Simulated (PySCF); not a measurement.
Ga(CF3)2(Me), SMILES [CH3][Ga]([C](F)(F)F)[C](F)(F)F (C3H3F6Ga), PBE0/def2-SVP optimised geometry.

```
13

Ga     0.02     0.16     0.00
C     -1.05    -1.56    -0.08
F     -0.31    -2.63     0.24
F     -1.51    -1.76    -1.33
F     -2.11    -1.57     0.74
C     -1.05     1.88     0.00
F     -0.74     2.63     1.07
F     -2.38     1.72     0.01
F     -0.75     2.61    -1.09
C      1.96     0.16     0.00
H      2.32    -0.28    -0.94
H      2.34    -0.47     0.82
H      2.38     1.17     0.10
```

Density from PBE0/def2-TZVP (PySCF) at that geometry.

Minimum of the electron density along straight lines between bonded atoms, close to the bond critical point (lines longer than 1.1 times the sum of covalent radii, or with two minima, are not listed):

```tsv
bond	length / Å	ρ at the minimum / e bohr⁻³	∇²ρ there / e bohr⁻⁵	position (fraction from the first atom)
Ga1–C2	2.022	0.112	0.21	0.46
C2–F3	1.345	0.278	-0.37	0.34
C2–F4	1.348	0.276	-0.37	0.34
C2–F5	1.341	0.280	-0.35	0.34
Ga1–C6	2.022	0.112	0.21	0.46
C6–F7	1.347	0.276	-0.37	0.34
C6–F8	1.338	0.283	-0.35	0.34
C6–F9	1.348	0.276	-0.37	0.34
Ga1–C10	1.947	0.119	0.19	0.48
C10–H11	1.102	0.265	-0.86	0.64
C10–H12	1.101	0.266	-0.87	0.64
C10–H13	1.098	0.269	-0.89	0.64
```
